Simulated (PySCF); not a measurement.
C8H9 (SMILES [CH2]c1ccc(C)cc1), doublet, geometry from GFN2-xTB. Base run: CAMB3LYP/STO-3G (PySCF).

Geometry (Å):
```xyz
17

C     -2.8694     0.0423     0.0406
C     -1.4925     0.0206     0.0208
C     -0.7696    -1.1067    -0.4612
C      0.6007    -1.1187    -0.4756
C      1.3405    -0.0258    -0.0177
C      2.8352    -0.0324    -0.0411
C      0.6472     1.0926     0.4592
C     -0.7209     1.1252     0.4821
H     -3.4455    -0.7952    -0.3093
H     -3.4086     0.8974     0.4063
H     -1.3264    -1.9609    -0.8182
H      1.1244    -1.9890    -0.8469
H      3.2186    -1.0158    -0.3020
H      3.2352     0.2548     0.9309
H      3.2046     0.6868    -0.7736
H      1.2117     1.9435     0.8154
H     -1.2406     1.9961     0.8543
```
Charge 0, spin multiplicity 2.
Orbitals are unrestricted.
All else is at PySCF's defaults.

Each row names what was changed in the base input (with any setting that the change needs).

```tsv
change	E (Eh)	HOMO (eV)	dipole (D)	<S^2>	core-seconds (rough)	outcome
base	-306.24067	-4.52	0.36	0.838	20	converged
functional = pbe0	-306.11574	-3.32	0.36	0.817	10	converged
functional = m06	-306.11890	-3.27	0.30	0.796	10	converged
functional = tpssh	-306.54805	-2.79	0.35	0.797	30	converged
functional = scan	-306.33417	-2.67	0.36	0.866	20	converged
functional = lc_wpbe	-306.25389	-6.00	0.31	0.892	30	converged
functional = mn12l	-305.25683	-2.02	0.40	0.785	20	converged
functional = m06l	-306.33700	-2.48	0.36	0.789	10	converged
functional = pw6b95	-306.87244	-3.37	0.40	0.796	20	converged
functional = pbe	-306.04139	-2.11	0.41	0.769	10	converged
functional = wb97m_v	-	-	-	-	-	cut at the time limit
functional = pbe0; dispersion = d4	-306.12992	-3.32	0.36	0.817	10	converged
functional = b97-1	-306.37665	-3.00	0.39	0.798	9	converged
```

Total energies compare only within one method and basis.

Open shells are given as the SCF converged; they aren't shown to be the lowest states, and a large step between rows can be another state.
